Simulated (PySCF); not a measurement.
H₅BrSi₂, SMILES [SiH3][SiH2]Br at its CAM-B3LYP/def2-SVP optimised geometry (Å):

```
8

Si     1.2665    -0.3642     0.0000
Si    -1.0753    -0.3642     0.0000
Br    -1.7722     1.7662     0.0000
H      1.7722    -1.7662     0.0050
H      1.7599     0.3413     1.2133
H      1.7601     0.3326    -1.2182
H     -1.6312    -1.0268    -1.2089
H     -1.6312    -1.0265     1.2091
```

Level of theory: CAM-B3LYP/def2-TZVP (PySCF 2.14.0).

Map of the log10 of the electron density (e/bohr³), floored at −4 on the plane z = 0.8 Å:

```
|0000111111100000000000000|
|0001233333210000000000000|
|0123345544321000000000000|
|0234566665542100000000000|
|1245677877643210000000000|
|2346789988654211000000000|
|2356899998764322222110000|
|2456899998764333444321000|
|2356789998764445555542100|
|2346788887765556777653200|
|1245677887766667898764210|
|0234567777777778999864310|
|0123567888777788999864310|
|0123568898887788998764310|
|0024578999877778887654210|
|0024578998877777777654210|
|0023568988766667777654210|
|0013467777655556777653200|
|0002345655444455666543200|
|0001233443322344555542100|
|0000112222111223444332000|
|0000000000000012333210000|
|0000000000000001111100000|
|0000000000000000000000000|
|0000000000000000000000000|
```
Scale: ten equal steps from -4.00 (start of '0') to -0.785 (end of '9'), in the order '0123456789'; x runs from -4.00 to 4.00, y from -4.00 (bottom) to 4.00 (top).
